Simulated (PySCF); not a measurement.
A structure optimised at B3LYP-D3(BJ)/def2-TZVP, used in a PySCF frequency run:

```
B
O 1 1.3538
H 2 0.9639 1 114.82
H 1 1.1962 2 114.99 3 180.00
Si 1 2.0330 4 121.79 2 180.00
H 5 1.4857 1 110.85 4 -59.77
H 5 1.4857 6 107.70 1 -121.42
H 5 1.4900 6 107.96 7 -116.34
```
Charge 0, spin multiplicity 1.

### Question
Write its SMILES, formula and point group.

### Answer
OB[SiH3], BH5OSi, Cs

### Question
What are its rotational constants (standard atomic weights)?

### Answer
33.604, 4.4744, 4.1361 GHz
